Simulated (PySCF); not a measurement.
## Vertical excitation energies

VF5 (singlet state).
Geometry (PBE0-D3(BJ)/def2-SVP, Å), atoms numbered from 1 in this order:
```
atom  x, y, z in Å
F1    -1.671    0.147   -0.386
V2     0.001    0.001   -0.007
F3     0.292    1.512   -0.692
F4    -0.377   -0.112    1.631
F5     0.087   -1.389   -0.957
F6     1.674   -0.155    0.368
```

Computed, not measured: TDDFT PBE0/def2-SVPD, vertical, gas phase, core orbitals frozen in the response (PySCF).

```
state  E (eV)  E (hartree)       f  symmetry         main configurations (H = HOMO, L = LUMO)
   S1    4.50       0.1655  0.0000         –                   H→L/L+1 (56%), H-1→L/L+1 (42%)
   S2    4.66       0.1711  0.0020        E′                 H→L/L+1 (≥44%), H-1→L/L+1 (≥31%)
   S3    4.66       0.1712  0.0021        E′                 H-1→L/L+1 (≥50%), H→L/L+1 (≥28%)
   S4    4.81       0.1767  0.0000         –               H-4→L/L+1 (≥47%), H-3→L/L+1 (≥45%)
   S5    4.88       0.1794  0.0058        E′                                 H-2→L/L+1 (≥93%)
   S6    4.88       0.1794  0.0057        E′                                 H-2→L/L+1 (≥94%)
   S7    4.95       0.1821  0.0000         –               H-3→L/L+1 (≥50%), H-4→L/L+1 (≥25%)
   S8    4.95       0.1821  0.0000         –               H-3→L/L+1 (≥50%), H-4→L/L+1 (≥25%)
   S9    5.49       0.2019  0.0000         –                 H-1→L/L+1 (≥46%), H→L/L+1 (≥44%)
  S10    5.73       0.2104   0.013       A2″  H→L+2 (55%), H-3→L/L+1 (≥10%), H-5→L/L+1 (≥10%)
```

Triplets (Tamm–Dancoff): T1 4.05 eV, H→L/L+1 (53%), H-1→L/L+1 (46%); T2 4.23 eV, H→L/L+1 (≥46%), H-1→L/L+1 (≥39%); T3 4.23 eV, H-1→L/L+1 (≥46%), H→L/L+1 (≥39%).

The lowest singlet comes at 275 nm (435 kJ/mol) in the ultraviolet; it is dark (f under 0.0005); its leading configuration is HOMO→LUMO/LUMO+1 (56%). The most intense listed level is S10 at 5.73 eV (217 nm, f = 0.013), 1.22 eV above S1. It is the last of those listed, so stronger ones may follow. S2/S3, S5/S6 and S7/S8 lie within about 0.01 eV of each other in each set; the point group D3h has degenerate representations, and within a degenerate level the listed configurations can mix freely. For S1 the Löwdin share of vanadium is at most 6% in HOMO and 75% in LUMO (ligand-to-metal charge transfer by this measure). Weighted by f, the mean energy of these states is 5.24 eV. Orbital energies (eV): HOMO-3 -12.83, HOMO-2 -12.82, HOMO-1 -12.44, HOMO -12.42, LUMO -5.86, LUMO+1 -5.86, LUMO+2 -4.67. The listed states span 1.22 eV, and the widest gap between neighbours is 0.54 eV (S8 to S9). The vertical ionisation energy (ΔSCF) is 15.18 eV, 9.45 eV above S10. Symmetry labels in D3h follow from the direction of the transition dipole and are given only for states with f of 0.002 or more. Orbitals of the list HOMO-3 to LUMO+2 that lie within 0.01 eV of each other are written together with a slash and their weights summed (≥ marks a lower bound); for degenerate orbitals outside that list single weights are arbitrary. Only the lowest 10 singlets were computed, as vertical energies without vibronic structure.

Time: 2.0 min wall. Hardware: one thread of an x86-64 server, no GPU, shared host.
